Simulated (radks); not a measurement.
Q: Radial electron density D(r) = 4 pi r^2 rho(r) of an atom or ion with 47 electrons. Method: non-relativistic Kohn-Sham, PBE, spin-polarised, spherical densities, point nucleus; computed with a radial shooting solver on a logarithmic mesh with Libxc functionals.

r (bohr)  D(r) (e/bohr)  spin D(r)
0.002231          4.917    0.00165
0.002952          7.987    0.00267
0.003906          12.66    0.00421
0.005168          19.45    0.00640
0.006837          28.64    0.00926
0.009047          39.92     0.0125
0.01197           51.81     0.0151
0.01584           61.43     0.0156
0.02096           65.40     0.0121
0.02773           62.67    0.00488
0.03669           57.86  -0.000724
0.04854           60.10    0.00543
0.06423           73.08     0.0264
0.08498           84.87     0.0399
0.1124            79.15     0.0158
0.1488            64.00    -0.0116
0.1968            64.48     0.0361
0.2605            71.25     0.0842
0.3446            52.94     0.0150
0.456             26.73     0.0452
0.6033            23.93      0.182
0.7982            26.14     0.0333
1.056             16.23     0.0495
1.397             5.988      0.586
1.849             1.743      0.763
2.447            0.4458      0.359
3.237           0.06472     0.0619
4.283          0.003128    0.00310

What is the nuclear charge?

A: Z = 52. The innermost maximum, from 1s, lies near 1/Z = 0.0192 bohr (found: 0.0213), and its height grows with Z. The density is that of the tellurium ion Te5+ in [Kr] 4d10 5s1; the configuration itself is not fixed sharply by these data, and Z only to a few units. D(r) has 4 maxima, at r = 0.0213, 0.0906, 0.252, 0.737 bohr, and minima at 0.0401, 0.169, 0.535 bohr, inside which lie 2.01, 11.34, 28.97 electrons.
